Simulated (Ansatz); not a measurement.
This Ansatz (an electronic-structure program) input (r2SCAN/STO-3G) gives -37.32969 Eh with 5 basis functions. A basis named .json is the Basis Set Exchange file of that set (core-valence sets with the plain set on hydrogen).

Ansatz 0.2 input:
```yaml
crystal:
  periodic: [false, false, false]
  atoms:
    - {symbol: C, position_ang: [0.00000000, 0.00000000, 0.00000000]}
basis:
  gaussian:
    orbitals: STO-3G
hamiltonian:
  xc: {name: r2SCAN}
magnetization: {spin_polarized: true, initial_magnetization: 2}
scf: {lower_state_search: full}
```

Change:
```diff
- orbitals: STO-3G
+ orbitals: def2-QZVPPD.json
```

Q: What does the run give now?

A: -37.83472 Eh (r2SCAN/def2-QZVPPD, 63 functions), a change of -505.03 mEh.
